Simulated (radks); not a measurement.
The numbers below are computed, except where a source is named.
Spherical jellium clusters: N electrons in a uniform positive sphere of charge N and radius rs N^(1/3), rs = 3.37 bohr. Level of theory: non-relativistic Kohn-Sham, PBEsol, spin-polarised, spherical densities (a radial shooting solver with Libxc functionals). Levels are named by radial order and angular momentum (1s, 1p, 1d, 2s, ...), and open shells are averaged over m.

N = 9, configuration 1s2 1p6 1d(up 1, down 0). This is the lowest configuration that the search found. Occupied and some empty levels:

level    occupation  eigenvalue (eV)  <r> (bohr)
1s up             1          -5.6265       4.679
1s down           1          -5.5407       4.561
1p up             3          -4.0182       5.744
1p down           3          -3.8502       5.668
1d up             1          -2.1409       6.765
1d down           0          -1.9260       6.742
2s up             0          -1.6522       6.866
2s down           0          -1.5262       6.877
1f up             0         -0.24825       8.615

Energy (eV): total -14.9094, kinetic 20.440, external -365.25, Hartree 177.52, exchange-correlation -36.277, background 188.66.
